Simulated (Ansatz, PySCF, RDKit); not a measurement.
Dimer: H2O (SMILES O) (first 3 atoms) with SO2 (SMILES O=S=O); geometry from B3LYP-D3(BJ)/def2-TZVP, rigid monomers moved along the line of their centres of mass till O1···S5 is 3.11 Å.
(charge 0, multiplicity 1):
```xyz
6

O      0.50567    -0.09015     0.61050
H      0.60674     0.85034     0.42236
H     -0.36268    -0.33460     0.26938
O     -1.25877    -0.63792     3.57471
S      0.09352    -0.15517     3.69547
O      0.29329     1.26613     3.82313
```

Monomers are frozen at their geometry in the pair; levels with a basis set take the counterpoise correction. Rows marked so take none. RDKit's UFF carries no charges.

Rows in 3-21G carry no dispersion term and start afresh at each structure.

The values were computed with Ansatz (Gaussian orbitals); PySCF for 3-21G rows; RDKit for the force fields. Values without a source in brackets are computed.

One of these levels gives -8.85 kcal/mol for the interaction energy. Which?
A. PBE/def2-TZVPPD
B. HF/3-21G (no counterpoise)
C. UFF
D. MMFF94

B, HF/3-21G (no counterpoise). The others give -2.76 (MMFF94), -0.04 (UFF), -3.46 (PBE/def2-TZVPPD)

Ansatz is a quantum-chemistry and plane-wave program.
